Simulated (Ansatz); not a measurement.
Frontier orbitals of C$_{2}$H$_{9}$FSi$_{2}$ (`C[SiH2][SiH2]CF`).

The species carries charge 0 and has multiplicity 1. All single points use the PBE0-D4/def2-TZVP geometry. It is one conformer, not always the lowest. Basis def2-TZVPP, Ansatz 0.2.0.

Orbital energies of one run (eV). Highest occupied ones, from the top: -10.00, -10.95, -11.46, -11.71, -12.07, -12.63, -14.01, -14.10, -14.78, -16.23, -16.31, -16.50, -18.11, -22.22. Empty: 1.56, 2.09, 2.34, 2.90, 3.09, 3.50.

Which functional gave them?
A. r2SCAN0
B. B97M-V
C. ωB97M-V
D. HSE06 (plane-wave form)

C. HOMO energies: ωB97M-V -10.00, r2SCAN0 -8.11, HSE06 -7.55, B97M-V -7.14 eV.
